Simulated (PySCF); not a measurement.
C₃H₅NO₂Si, SMILES N#CC[SiH2]C(=O)O, GFN2-xTB optimised geometry.

```
12

N      3.22     1.50     0.13
C      2.08     1.40     0.16
C      0.66     1.25     0.18
Si     0.15    -0.58     0.00
C     -1.77    -0.58     0.00
O     -2.49     0.38     0.00
O     -2.24    -1.83    -0.01
H      0.23     1.84    -0.63
H      0.28     1.66     1.12
H      0.60    -1.39     1.14
H      0.60    -1.14    -1.28
H     -3.22    -1.84    -0.02
```

Density from CAM-B3LYP/def2-TZVP run with PySCF 2.14.0 at that geometry.

Minimum of the electron density along straight lines between bonded atoms, close to the bond critical point (lines longer than 1.1 times the sum of covalent radii, or with two minima, are not listed):

```
bond     length / Å  ρ at the minimum / e bohr⁻³  ∇²ρ there / e bohr⁻⁵  position (fraction from the first atom)
-------  ----------  ---------------------------  --------------------  ---------------------------------------
N1–C2         1.144                        0.507                 -0.19                                     0.65
C2–C3         1.429                        0.283                 -0.81                                     0.55
C3–Si4        1.914                        0.115                  0.13                                     0.61
Si4–C5        1.922                        0.115                  0.15                                     0.38
C5–O6         1.205                        0.432                 -0.24                                     0.34
C5–O7         1.336                        0.312                 -0.62                                     0.34
C3–H8         1.093                        0.275                 -0.94                                     0.65
C3–H9         1.093                        0.275                 -0.94                                     0.65
Si4–H10       1.462                        0.128                  0.16                                     0.49
Si4–H11       1.463                        0.128                  0.16                                     0.49
O7–H12        0.974                        0.345                 -2.35                                     0.81
```
